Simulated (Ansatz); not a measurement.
```xyz
5

O     1.1884   -0.5198    0.5102
Ga   -0.3782    0.0251   -0.0891
F    -0.4460    1.5614   -0.9126
Br   -2.2566   -1.1742    0.1693
H     1.8924    0.1075    0.3221
```

Charge 0, multiplicity 1.

Q: List the r2SCAN/def2-TZVPP orbital energies in eV (the Gaussian-basis code of Ansatz). (Best estimate.)

A: The calculation gave: Occupied: -13122.47, -10123.59, -1695.70, -1526.45, -1526.40, -1526.39, -1245.67, -1102.13, -1102.01, -1101.98, -665.59, -516.39, -235.34, -175.57, -175.38, -175.35, -149.47, -102.44, -102.18, -102.11, -69.41, -69.36, -69.34, -69.19, -69.19, -30.20, -26.56, -22.19, -21.94, -21.89, -21.81, -21.57, -20.18, -13.30, -11.76, -10.29, -10.00, -9.68, -8.94, -8.59, -8.14, -8.07. Lowest empty: -2.36, -1.28, 0.95, 1.57, 2.88, 3.26, 4.66, 5.03.
